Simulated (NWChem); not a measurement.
System: GeH4S; SMILES [SH][GeH3]

Results from NWChem. Geometry: optimised at PBE-D3(BJ)/def2-SVP.

**Question.** Order these by “orbital gap (eV)”, lowest first: Hartree-Fock/pcseg-2; Hartree-Fock/def2-SVP; Hartree-Fock/STO-3G; Hartree-Fock/aug-pcseg-1.

**Answer.** Hartree-Fock/aug-pcseg-1 (10.96), Hartree-Fock/pcseg-2 (12.76), Hartree-Fock/def2-SVP (13.65), Hartree-Fock/STO-3G (16.99)
